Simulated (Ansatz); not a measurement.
Diatomic CI, multiplicity 4 (an upper state: multiplicity 2 came lower at CCSD(T)/def2-TZVPP on PBE0 minima). No spin–orbit coupling.

Constants: fifth-degree fit in 1/R to seven points, most abundant isotopes. In def2 and cc sets the state is the lowest found near the PBE0 minimum, followed along R.

Correlated levels freeze the inner cores; with def2 sets outer-core shells near the valence are correlated too.

Programs: Ansatz (a quantum-chemistry and plane-wave program) with Gaussian orbitals. Values without a source in brackets are computed. In def2 rows elements past Kr take small-core potentials, without spin–orbit coupling.

Question: What bond length and harmonic frequency does PBE/def2-TZVPP give?

Answer: r_e = 2.012 Å, ω_e = 625 cm⁻¹.

Question: What bond length and harmonic frequency does CCSD/def2-TZVPP give?

Answer: r_e = 2.018 Å, ω_e = 623 cm⁻¹.

Question: What bond length and harmonic frequency does CCSD(T)/def2-TZVPP give?

Answer: r_e = 2.021 Å, ω_e = 617 cm⁻¹.
